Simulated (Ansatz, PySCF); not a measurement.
Complex: CH3F (SMILES CF) (first 5 atoms) with H2 (SMILES [H][H]); geometry from B3LYP-D3(BJ)/def2-TZVP.
(charge 0, multiplicity 1):
```xyz
7

C     -0.4448    -0.6709    -0.3515
F     -0.2025     0.6227     0.0983
H      0.1037    -0.8265    -1.2811
H     -0.1054    -1.3753     0.4088
H     -1.5157    -0.7880    -0.5214
H      0.2187     0.2783     2.5843
H      0.3090    -0.0479     3.2478
```

Basis-set superposition error: the interaction energy with monomers in their own basis, and in the dimer's basis (counterpoise).

Run with Ansatz (Gaussian orbitals); PySCF for 6-31G* rows, M06-2X. Values without a source in brackets are computed.

```tsv
level	uncorrected (kJ/mol)	counterpoise (kJ/mol)	difference
HF/aug-cc-pVTZ	0.0	0.2	0.2
BLYP/def2-TZVPPD	0.4	0.5	0.1
revPBE/def2-TZVPPD	0.6	0.7	0.1
B3LYP/6-31G*	-5.6	-0.3	5.4
PBE0/def2-TZVPPD	-1.8	-1.8	0.1
BHLYP/def2-TZVPPD	-1.6	-1.5	0.1
M06-2X/def2-TZVPPD	-2.3	-2.2	0.1
MP2/aug-cc-pVTZ	-2.9	-2.3	0.6
SCS-MP2/aug-cc-pVDZ	-2.5	-1.1	1.3
CCSD(T)/aug-cc-pVTZ	-3.1	-2.5	0.7
```

The error is largest for B3LYP/6-31G* (5.4 kJ/mol) and smallest for PBE0/def2-TZVPPD (0.1 kJ/mol).

Ansatz is an electronic-structure program.
